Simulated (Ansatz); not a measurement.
Input for Ansatz (a quantum-chemistry and plane-wave program): R-CCSD(T)/def2-TZVPPD on CH4Sn (SMILES [CH3][SnH]), atoms moved off the minimum. Elements past Kr take the def2 small-core potentials; no spin–orbit coupling. Files ending in .json are basis or fitting sets from the Basis Set Exchange. The run froze 10 orbitals, filled d shells among them.

Ansatz 0.2 input:
```yaml
crystal:
  periodic: [false, false, false]
  atoms:
    - {symbol: Sn, position_ang: [0.02435760, 0.13735760, 0.40232494]}
    - {symbol: H, position_ang: [-0.41680778, 1.52113597, -1.00864537]}
    - {symbol: C, position_ang: [-0.07176673, -1.39518074, -1.18007637]}
    - {symbol: H, position_ang: [0.75821240, -1.27168935, -1.78956193]}
    - {symbol: H, position_ang: [-0.98253482, -1.51933136, -1.86387554]}
    - {symbol: H, position_ang: [0.17210309, -2.30314658, -0.69447523]}
basis:
  gaussian:
    orbitals: def2-TZVPPD.json
magnetization: {spin_polarized: false}
correlation: {method: ccsd_t, electrons: outside_noble_gas}
scf: {lower_state_search: off}
output: {forces: true}
```

### Question
Predict the final total energy.

### Answer
-253.8301 hartree (reference determinant -253.5114, T1 diagnostic 0.014).

### Question
How many basis functions does it have, and what does it roughly cost on one machine?

### Answer
161 functions; around 110 core-seconds (rough).
